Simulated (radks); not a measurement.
All-electron atom: Nd II in [Xe] 4f3.5 5d0.5 6s1 (fractional occupations, a model configuration). Calculated with a radial shooting solver on a logarithmic mesh with Libxc functionals: scalar-relativistic Kohn-Sham, BLYP, spin-polarised, spherical densities, finite nucleus; open shells are filled with parallel spins first (spin-orbit coupling, left out, can overturn this in heavy ions); Fermi nuclear charge, rms radius 4.9123 fm. Some entries of the table are withheld. Estimate them.

| orbital | occ. | eigenvalue (hartree) | r(max) (bohr) |
|---|---|---|---|
| 1s up | 1 | -1595.349 | 0.01510 |
| 1s down | 1 | -1595.348 | 0.01510 |
| 2s up | 1 | -258.3069 | 0.08550 |
| 2s down | 1 | -258.3058 | 0.08550 |
| 2p up | 3 | -230.9727 | 0.06891 |
| 2p down | 3 | -230.9718 | 0.06891 |
| 3s up | 1 | -56.30462 | 0.2438 |
| 3s down | 1 | -56.26844 | 0.2437 |
| 3p up | 3 | -47.68333 | 0.2388 |
| 3p down | 3 | -47.64733 | 0.2387 |
| 3d up | 5 | -35.70949 | 0.1961 |
| 3d down | 5 | -35.68127 | 0.1960 |
| 4s up | 1 | -11.48829 | 0.5650 |
| 4s down | 1 | -11.38883 | 0.5648 |
| 4p up | 3 | -8.66231 | 0.5896 |
| 4p down | 3 | -8.56267 | 0.5894 |
| 4d up | 5 | -4.64393 | 0.6180 |
| 4d down | 5 | -4.54455 | 0.6176 |
| 5s up | 1 | -1.78149 | (1) |
| 5s down | 1 | -1.71722 | (2) |
| 5p up | 3 | -1.08923 | 1.480 |
| 5p down | 3 | -1.03621 | 1.492 |
| 4f up | 3.5 | -0.39681 | 0.6567 |
| 6s up | 1 | (3) | 3.446 |
| 4f down | 0 | -0.30889 | 0.6580 |
| 5d up | 0.5 | (4) | 2.115 |
| 5d down | 0 | (5) | 2.147 |

Answer. 
(1) 5s up r(max) (bohr): 1.309
(2) 5s down r(max) (bohr): 1.316
(3) 6s up eigenvalue (hartree): -0.32372
(4) 5d up eigenvalue (hartree): -0.30063
(5) 5d down eigenvalue (hartree): -0.26522
